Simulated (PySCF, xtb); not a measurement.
B(F)(H)(iPr) (C3H8BF), SMILES C(C)(C)BF.

GFN2-xTB (xtb 6.7.1) at its own geometry gives an orbital gap of 4.45 eV and a dipole moment of 1.29 D.

Geometry: B3LYP-D3(BJ)/def2-SVP. The structure was generated by enumeration, and PubChem lists no compound with its InChIKey, so it may never have been made. One conformer was computed; it need not be the lowest.

Problem. What does PBE/def2-TZVP (PySCF) give? (An estimate is asked for; the answer gives what the named calculation found.)

Solution. gap 5.29 eV (levels -6.88 and -1.59 eV), dipole 1.15 D.
